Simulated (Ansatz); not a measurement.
```yaml
crystal:
  periodic: [false, false, false]
  atoms:
    - {symbol: Si, position_ang: [-0.695110, 1.596505, 0.010464]}
    - {symbol: Si, position_ang: [0.609231, -0.251488, -0.552392]}
    - {symbol: Al, position_ang: [0.901732, -2.134378, 0.778218]}
    - {symbol: S, position_ang: [-0.618970, -2.084409, -0.764300]}
    - {symbol: H, position_ang: [-1.654857, 1.934683, -1.075667]}
    - {symbol: H, position_ang: [-1.458533, 1.283298, 1.247703]}
    - {symbol: H, position_ang: [0.172558, 2.779302, 0.265823]}
    - {symbol: H, position_ang: [1.426781, 0.002545, -1.772800]}
    - {symbol: H, position_ang: [1.405767, -3.172458, 1.845851]}
basis:
  gaussian: {orbitals: def2-TZVPD}
hamiltonian: {xc: {name: B3LYP-D3}}
scf: {lower_state_search: light}
output: {forces: true}
```

```sh
$ ansatz run in.yaml --threads 2 --pin off --events-out ev --progress --plain --max-ram 4352MiB
```

Shortened log:

```
Error: YAML parse error: error: line 15 column 19: hamiltonian.xc: no functional is named "B3LYP-D3"; the names, which are not case-sensitive, are SVWN5, SPW92, PBE, PBE0, PBEsol, revPBE, revPBE0, RPBE, rPW86-PBE, HSE06, wPBEh, LC-wPBE, HISS, HF, BLYP, B3LYP, B3LYP5, BHLYP, CAM-B3LYP, r2SCAN, r2SCANh, r2SCAN0, r2SCAN50, m-r2SCAN, B97, wB97, wB97X, wB97X-V, B97M-V, wB97M-V, B2PLYP, B2GP-PLYP, PBE0-DH, PBE-QIDH
13 | basis:
14 |   gaussian: {orbitals: def2-TZVPD}
15 | hamiltonian: {xc: {name: B3LYP-D3}}
16 | scf: {lower_state_search: light}
17 | output: {forces: true}
```

Task: Something in this input is off. What?

Result: The method's name isn't one that the program takes here. The program refused the input.

HSE06 is defined as in plane-wave codes.
